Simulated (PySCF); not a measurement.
A GIAO shielding run with PySCF 2.14.0 with density-fitted response routines (density fitting, non-relativistic, gas phase) on `InChI=1S/C3H9F3Si2/c1-2-7-8-3(4,5)6/h2,7-8H2,1H3`:

```
$ OMP_NUM_THREADS=1 python probes_run.py task.json out

{"job": {"kind": "nmr", "xc": "PBE0", "basis": "pcSseg-1"}, "charge": 0, "multiplicity": 1}
C     -2.517726     0.443974     0.523015
C     -1.724009    -0.855570     0.449947
Si    -0.275499    -0.769168    -0.788907
Si     1.173165     0.913668    -0.101503
C      2.951275     0.120147    -0.157457
F      3.939347     0.951796     0.221611
F      3.048154    -0.965128     0.644079
F      3.279087    -0.309909    -1.397577
H     -2.958406     0.677047    -0.443446
H     -1.879381     1.277100     0.813353
H     -3.323170     0.365287     1.250881
H     -2.399522    -1.664469     0.169494
H     -1.348813    -1.102137     1.444968
H     -0.824790    -0.471127    -2.121759
H      0.370127    -2.086919    -0.854504
H      1.126748     1.391184     1.285901
H      1.356416     2.096255    -0.948008
```

Hardware: 1 thread of an Arm Neoverse V1, shared host. The job also computes population analyses, field gradients.

Task: How large is the calculation?

Result: 82 electrons, 195 basis functions and 1060 auxiliary functions.

Task: How long does it take, and how much memory does it need?

Result: 29 s of wall time, with 13 SCF cycles and 4 response iterations; peak memory 0.86 GiB. Times on a shared host scatter by some tens of per cent.
